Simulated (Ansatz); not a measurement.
The same hydrolysis along the group V, Nb, Ta.

Calculated with Ansatz (gas phase, PBE0-D4/def2-TZVP geometries, no zero-point term in ΔE). CCSD(T)/CBS adds triple-zeta CCSD(T) − MP2 to the extrapolated MP2 energy (def2 sets, frozen cores). This one scheme is used for every species. Functionals use def2-TZVPP. def2 core potentials past Kr. For Nb, Ta, V outer-core shells are correlated without core-valence functions, which leaves a few kJ/mol of doubt a bond. Scalar relativity is left out up to krypton. Each species was taken in one conformer, which may not be the lowest.

```
                                                          reaction  ωB97X-V (kcal/mol)  CCSD(T)/CBS(def2) (kcal/mol)
  `[CH3][V](=[O])([F])[Cl]` + H₂O → `[O]=[V]([OH])([F])[Cl]` + CH₄               -30.2                         -27.0
`[CH3][Nb](=[O])([F])[Cl]` + H₂O → `[O]=[Nb]([OH])([F])[Cl]` + CH₄               -38.3                         -35.2
`[CH3][Ta](=[O])([F])[Cl]` + H₂O → `[O]=[Ta]([OH])([F])[Cl]` + CH₄               -35.1                         -32.3
```

Largest T1 diagnostic: 0.032, for `[O]=[V]([OH])([F])[Cl]`, so its coupled-cluster energy is less sure.
